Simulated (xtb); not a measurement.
diphosphane (H$_{4}$P$_{2}$), singlet, geometry from GFN2-xTB; xtb 6.7.1 with GFN2-xTB.

The xtb input:
```
$ xtb mol.xyz --gfn 2 --json

# file mol.xyz
6

P     -0.96539623    -0.47513455    -0.03279552
P      0.96539623     0.47513455     0.03279552
H     -1.49020664     0.30760915     0.99617880
H     -1.46238425     0.38946218    -1.00869367
H      1.46238425    -0.38946218     1.00869367
H      1.49020664    -0.30760915    -0.99617880
```

What the program printed (banner, timings and long lists left out):

```
   ID    Z sym.   atoms
    1   15 P      1, 2
    2    1 H      3-6

           -------------------------------------------------
          |                Calculation Setup                |
           -------------------------------------------------

           -------------------------------------------------
          |                 G F N 2 - x T B                 |
           -------------------------------------------------

          ...................................................
          :                      SETUP                      :
          :.................................................:
          :  # basis functions                  24          :
          :  # atomic orbitals                  22          :
          :  # shells                           10          :
          :  # electrons                        14          :
          :  max. iterations                   250          :
          :  Hamiltonian                  GFN2-xTB          :
          :  restarted?                      false          :
          :  GBSA solvation                  false          :
          :  PC potential                    false          :
          :  electronic temp.          300.0000000     K    :
          :  accuracy                    1.0000000          :
          :  -> integral cutoff          0.2500000E+02      :
          :  -> integral neglect         0.1000000E-07      :
          :  -> SCF convergence          0.1000000E-05 Eh   :
          :  -> wf. convergence          0.1000000E-03 e    :
          :  Broyden damping             0.4000000          :
          :  net charge                          0          :
          :  unpaired electrons                  0          :
          ...................................................

 iter      E             dE          RMSdq      gap      omega  full diag
   1     -7.1125624 -0.711256E+01  0.623E+00    4.65       0.0  T
   2     -7.1157496 -0.318723E-02  0.340E+00    4.71       1.0  T
   3     -7.1158600 -0.110381E-03  0.977E-01    4.74       1.0  T
   4     -7.1158650 -0.504687E-05  0.190E-01    4.75       1.0  T
   5     -7.1158679 -0.283890E-05  0.708E-02    4.75       1.0  T
   6     -7.1158681 -0.286879E-06  0.237E-02    4.75       1.7  T
   7     -7.1158682 -0.333474E-07  0.385E-03    4.76      10.6  T
   8     -7.1158682 -0.198968E-08  0.361E-04    4.76     113.2  T
   9     -7.1158682 -0.988898E-11  0.170E-04    4.76     239.7  T

   *** convergence criteria satisfied after 9 iterations ***

         :::::::::::::::::::::::::::::::::::::::::::::::::::::
         ::                     SUMMARY                     ::
         :::::::::::::::::::::::::::::::::::::::::::::::::::::
         :: total energy              -7.071371317647 Eh    ::
         :: gradient norm              0.000164341070 Eh/a0 ::
         :: HOMO-LUMO gap              4.755027322860 eV    ::
         ::.................................................::
         :: SCC energy                -7.115867988211 Eh    ::
         :: -> isotropic ES            0.000624118639 Eh    ::
         :: -> anisotropic ES          0.000677708696 Eh    ::
         :: -> anisotropic XC          0.003344192399 Eh    ::
         :: -> dispersion             -0.002836181338 Eh    ::
         :: repulsion energy           0.044496670564 Eh    ::
         :: add. restraining           0.000000000000 Eh    ::
         :: total charge               0.000000000000 e     ::
         :::::::::::::::::::::::::::::::::::::::::::::::::::::

           -------------------------------------------------
          |                Property Printout                |
           -------------------------------------------------

    * Orbital Energies and Occupations

         #    Occupation            Energy/Eh            Energy/eV
      -------------------------------------------------------------
         1        2.0000           -0.6805394             -18.5184
         2        2.0000           -0.6387830             -17.3822
         3        2.0000           -0.4882304             -13.2854
         4        2.0000           -0.4607271             -12.5370
         5        2.0000           -0.4555531             -12.3962
         6        2.0000           -0.4486698             -12.2089
         7        2.0000           -0.3950956             -10.7511 (HOMO)
         8                         -0.2203516              -5.9961 (LUMO)
         9                         -0.2106580              -5.7323
        10                         -0.2080367              -5.6610
        11                         -0.1168875              -3.1807
        12                         -0.0688124              -1.8725
        13                         -0.0368463              -1.0026
        14                         -0.0323883              -0.8813
        15                         -0.0051808              -0.1410
        16                          0.1581509               4.3035
        17                          0.1607252               4.3736
        18                          0.1896817               5.1615
       ...                                ...                  ...
        22                          0.9933021              27.0291
      -------------------------------------------------------------
                  HL-Gap            0.1747440 Eh            4.7550 eV
             Fermi-level           -0.3077236 Eh           -8.3736 eV

     #   Z          covCN         q      C6AA      α(0)
     1  15 P        2.932    -0.090   164.338    23.032
     2  15 P        2.932    -0.090   164.338    23.032
     3   1 H        0.977     0.045     2.377     2.409
     4   1 H        0.977     0.045     2.377     2.409
     5   1 H        0.977     0.045     2.377     2.409
     6   1 H        0.977     0.045     2.377     2.409

 Mol. C6AA /au·bohr⁶  :       1009.237427
 Mol. C8AA /au·bohr⁸  :      44998.857286
 Mol. α(0) /au        :         55.702456

Wiberg/Mayer (AO) data.
largest (>0.10) Wiberg bond orders for each atom

 ---------------------------------------------------------------------------
     #   Z sym  total        # sym  WBO       # sym  WBO       # sym  WBO
 ---------------------------------------------------------------------------
     1  15 P    3.281 --     2 P    1.301     4 H    0.957     3 H    0.957
     2  15 P    3.281 --     1 P    1.301     5 H    0.957     6 H    0.957
     3   1 H    0.998 --     1 P    0.957
     4   1 H    0.998 --     1 P    0.957
     5   1 H    0.998 --     2 P    0.957
     6   1 H    0.998 --     2 P    0.957
 ---------------------------------------------------------------------------

Topologies differ in total number of bonds
Writing topology from bond orders to xtbtopo.mol

molecular dipole:
                 x           y           z       tot (Debye)
 q only:       -0.000      -0.000       0.000
   full:       -0.000       0.000       0.000       0.000
molecular quadrupole (traceless):
                xx          xy          yy          xz          yz          zz
 q only:        0.511      -0.936      -0.788      -0.035      -0.057       0.277
  q+dip:        0.309      -3.081      -1.434      -0.137      -0.148       1.125
   full:        0.627      -3.682      -2.824      -0.172      -0.257       2.197

           -------------------------------------------------
          | TOTAL ENERGY               -7.071371317647 Eh   |
          | GRADIENT NORM               0.000164341070 Eh/α |
          | HOMO-LUMO GAP               4.755027322860 eV   |
           -------------------------------------------------

normal termination of xtb
```
